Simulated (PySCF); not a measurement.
C5H5Cl, SMILES C=CC=C=CCl. Geometry: PBE0-D3(BJ)/def2-SVP. The structure was generated by enumeration, and PubChem lists no compound with its InChIKey, so it may never have been made. The values are those of a single conformer.

Computed equilibrium geometry at PBE0-D3(BJ)/def2-SVP (PySCF confirms it by a frequency run) as Cartesian coordinates in Å (one conformer of several):
```xyz
11

C     -3.3443    -0.9000     0.6343
C     -2.1246    -0.7926     0.0906
C     -0.9319    -0.4572     0.8579
C      0.2802    -0.3524     0.3516
C      1.4819    -0.2583    -0.1486
Cl     2.1431     1.2234    -0.7758
H     -4.2173    -1.1513     0.0282
H     -3.5067    -0.7382     1.7044
H     -1.9848    -0.9579    -0.9826
H     -1.0626    -0.2823     1.9350
H      2.1716    -1.1054    -0.2122
```
